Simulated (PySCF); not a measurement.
Some computed properties have been withheld. Give your best values.

Compound: C₅H₃F₄S (charge -1).
SMILES: `C(=C(/C(=C(F)F)F)C)(/F)[S-]`

Conformer (atom-mapped SMILES and torsion angles): `[CH3:1]/[C:2]([C:3]([F:4])=[C:5]([F:6])[F:7])=[C:8](/[F:9])[S-:10]`: C1–C2–C3–F4 20°.

```tsv
property	level	value
point group of the GFN2-xTB geometry	GFN2-xTB	?
rotational constants A, B, C of the GFN2-xTB geometry	GFN2-xTB	1.916, 0.738, 0.552 GHz
HOMO energy	PBE0/pcSseg-1	?
LUMO energy	PBE0/pcSseg-1	3.84 eV
13C chemical shifts (computed TMS as zero) by class	GIAO PBE0/pcSseg-1	?
1H chemical shifts (computed TMS as zero) by class	GIAO PBE0/pcSseg-1	2.26 (3 H) ppm
isotropic shieldings of nuclei other than C and H, by class	GIAO PBE0/pcSseg-1	191 (1 F), 298 (1 F), 305 (1 F), 358 (1 F), 476 (1 S) ppm
```

Electronic properties: PySCF, gas phase, density fitting. NMR classes are plain means over equivalent atoms (diastereotopic ones count apart unless rotation or inversion swaps them), as if these changed places fast; in this geometry the members of some classes differ. No diffuse functions stand in pcSseg-1, which bears on an anion's orbital energies.

(1) What are the 13C chemical shifts (computed TMS as zero) by class?

(2) Give the HOMO energy.

(3) The point group of the GFN2-xTB geometry?

Answers

(1) 192.0 (1 C), 169.2 (1 C), 143.9 (1 C), 84.2 (1 C), 21.3 (1 C) ppm.

(2) -0.83 eV.

(3) C1.

The rotational constants make it an asymmetric top with κ = (2B − A − C)/(A − C) = -0.73, nearer the prolate limit (−1). With B = h/(8π²I), that is 505.379 GHz u Å² over I, the principal moments of inertia are 263.7, 685.1 and 915.6 u Å² (most abundant isotopes); the inertial defect Ic − Ia − Ib is -33.2 u Å² (zero for a rigid planar frame, negative otherwise).

For the NMR shielding job (PBE0/pcSseg-1), hardware: one thread, Intel Xeon Platinum 8488C (x86_64), no GPU, shared host. Cost: 43 s (with the writing of density and orbital grids), 0.86 GiB resident at most.

One conformer stands for the species.
